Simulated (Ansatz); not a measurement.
Harmonic frequencies (cm⁻¹) at PBE0-D4/def2-TZVP from Ansatz: 76, 131, 225, 294, 425, 482, 852, 955, 1078, 1111, 1178, 1195, 1230, 1245, 1394, 1445, 1465, 1479, 1484, 1506, 2888, 2925, 2985, 3034, 3138, 3181, 3295.

Each molecule was computed in one conformer, which needn't be the lowest.

(1) Which molecule is it?
A. `C[SiH]O`•
B. `[CH2]COC`•
C. `CC(C)[O]`•
D. `C[O][In][O]C`•

## Answers

(1) B.
